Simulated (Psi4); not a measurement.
AuCl, charge +1, doublet, at a GFN2-xTB geometry (such geometries of metal compounds can be far from the true shape) (the multiplicity is a formal guess) (core potentials on Au); TPSS/def2-TZVPD (Psi4).

Psi4 was given this input:
```
memory 2 GB

molecule {
1 2
Au   -0.00000000   -0.00000000   -0.39469027
Cl    0.00000000    0.00000000    1.83414892
}

set {
  basis def2-tzvpd
  reference uks
  s_orthogonalization partialcholesky
}

energy('tpss')
print_variables()
```

**Question.** What does Psi4 print? Leave out banner, timings and long lists.

**Answer.** 
```
   => Loading Basis Set <=

    Name: DEF2-TZVPD
    Role: ORBITAL
    Keyword: BASIS

    !!!  WARNING: ECP capability is in beta. Please check occupations closely.  !!!

         ---------------------------------------------------------
                                   SCF
               by Justin Turney, Rob Parrish, Andy Simmonett
                          and Daniel G. A. Smith
                              UKS Reference
         ---------------------------------------------------------

  ==> Geometry <==

    Molecular point group: c2v
    Full point group: C_inf_v

    Geometry (in Angstrom), charge = 1, multiplicity = 2:

       Center              X                  Y                   Z               Mass
    ------------   -----------------  -----------------  -----------------  -----------------
         AU           0.000000000000     0.000000000000    -0.336041596373   196.966568790000
         CL           0.000000000000     0.000000000000     1.892797593627    34.968852682000

  Running in c2v symmetry.

  Rotational constants: A = ************  B =      0.11427  C =      0.11427 [cm^-1]
  Rotational constants: A = ************  B =   3425.72822  C =   3425.72822 [MHz]
  Nuclear repulsion =   76.687559969909699

  Charge       = 1
  Multiplicity = 2
  Electrons    = 35
  Nalpha       = 18
  Nbeta        = 17

  ==> Algorithm <==

  SCF Algorithm Type is DF.
  DIIS enabled.
  MOM disabled.
  Fractional occupation disabled.
  Guess Type is SAD.
  Energy threshold   = 1.00e-06
  Density threshold  = 1.00e-06
  Integral threshold = 1.00e-12

  ==> Primary Basis <==

  Basis Set: DEF2-TZVPD
    Blend: DEF2-TZVPD
    Number of shells: 31
    Number of basis functions: 89
    Number of Cartesian functions: 101
    Spherical Harmonics?: true
    Max angular momentum: 3

  Core potential: DEF2-TZVPD
    Number of shells: 4
    Number of ECP primitives: 14
    Number of ECP core electrons: 60
    Max angular momentum: 3

  ==> DFT Potential <==

   => LibXC <=

    Version 7.1.2
    S. Lehtola, C. Steigemann, M. J. T. Oliveira, and M. A. L. Marques,  SoftwareX 7, 1–5 (2018) (10.1016/j.softx.2017.11.002)

   => Composite Functional: TPSS <=

    TPSS Meta-GGA XC Functional

    J. Tao, et al., Phys. Rev. Lett., 91, 146401, 2003

    Deriv               =              1
    GGA                 =           TRUE
    Meta                =           TRUE

    Exchange Hybrid     =          FALSE
    MP2 Hybrid          =          FALSE

[...]

   @Spin Contamination Metric:   3.820457903E-03
   @S^2 Expected:                7.500000000E-01
   @S^2 Observed:                7.538204579E-01
   @S   Expected:                5.000000000E-01
   @S   Observed:                5.000000000E-01

    Orbital Energies [Eh]
    ---------------------

    Alpha Occupied:

[...]
    Alpha Virtual:

[...]
    Beta Occupied:

[...]
    Beta Virtual:

[...]
    Final Occupation by Irrep:
             A1    A2    B1    B2
    DOCC [     9,    1,    3,    4 ]
    SOCC [     0,    0,    1,    0 ]
    NA   [     9,    1,    4,    4 ]
    NB   [     9,    1,    3,    4 ]

  @DF-UKS Final Energy:  -595.57419934252323

   => Energetics <=

    Nuclear Repulsion Energy =             76.6875599699096995
    One-Electron Energy =               -1016.4737111444885613
    Two-Electron Energy =                 384.9724074213106064
    DFT Exchange-Correlation Energy =     -40.7604555892550238
    Empirical Dispersion Energy =           0.0000000000000000
    VV10 Nonlocal Energy =                  0.0000000000000000
    Total Energy =                       -595.5741993425232295

  UHF NO Occupations:
  HONO-2 :    8 A1 1.9994348
  HONO-1 :    9 A1 1.9992269
  HONO-0 :    4 B1 1.0000000
  LUNO+0 :   10 A1 0.0007731
  LUNO+1 :   11 A1 0.0005652
  LUNO+2 :    5 B1 0.0004223
  LUNO+3 :    5 B2 0.0000776

Computation Completed

Properties will be evaluated at   0.000000,   0.000000,   0.000000 [a0]

Properties computed using the SCF density matrix

 Multipole Moments:

 ------------------------------------------------------------------------------------
     Multipole            Electronic (a.u.)      Nuclear  (a.u.)        Total (a.u.)
 ------------------------------------------------------------------------------------

 L = 1.  Multiply by 2.5417464519 to convert [e a0] to [Debye]
 Dipole X            :          0.0000000            0.0000000            0.0000000
 Dipole Y            :          0.0000000            0.0000000            0.0000000
 Dipole Z            :        -48.6444570           48.7412690            0.0968119
 Magnitude           :                                                    0.0968119

 ------------------------------------------------------------------------------------

  Variable Map:
  ----------------------------------------------------------------------------
[...]
  Array Variable Map:
  ----------------------------------------------------------------------------
[...]
[...]
```
